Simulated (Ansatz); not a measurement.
Start from `CC(F)(Cl)I` and change one atom or group to get `FC(Cl)(Cl)I`.

Ansatz, PBE0-D4/def2-TZVP geometries, multiplicity 1. 

Elements past krypton have def2 core potentials.

```tsv
property	`CC(F)(Cl)I`
HOMO energy (B3LYP/def2-TZVPP) / eV	-7.41
size of the dipole moment (B3LYP/def2-TZVPP) / D	1.84
HOMO–LUMO gap (PBE/def2-TZVPP) / eV	3.91
size of the dipole moment (ωB97M-V/def2-TZVPP) / D	1.83
HOMO energy (PBE/def2-TZVPP) / eV	-6.46
zero-point energy (PBE0-D4/def2-TZVP) / kJ/mol	126.1
```

**Question.** Give the same properties after the change, and the shifts. (An estimate is asked.)

**Answer.** Computed: 
```tsv
property	`FC(Cl)(Cl)I`	shift
HOMO energy (B3LYP/def2-TZVPP) / eV	-7.70	-0.29
size of the dipole moment (B3LYP/def2-TZVPP) / D	0.59	-1.25
HOMO–LUMO gap (PBE/def2-TZVPP) / eV	3.54	-0.37
size of the dipole moment (ωB97M-V/def2-TZVPP) / D	0.64	-1.19
HOMO energy (PBE/def2-TZVPP) / eV	-6.73	-0.27
zero-point energy (PBE0-D4/def2-TZVP) / kJ/mol	27.2	-98.9
```

With PBE0 the HOMO falls by 0.30 eV and the LUMO falls by 0.65 eV, so the gap narrows by about 0.35 eV. PBE moves the HOMO by -0.27 eV and ωB97M-V by -0.29 eV. The zero-point energy changes by -98.9 kJ/mol with -9 modes. Dipoles are sizes alone; their direction can turn.

B3LYP here is the variant with VWN-RPA as its local correlation; programs differ in this.

Spin–orbit coupling is left out; it splits and shifts lone-pair levels of the heavy atoms by tenths of an eV.
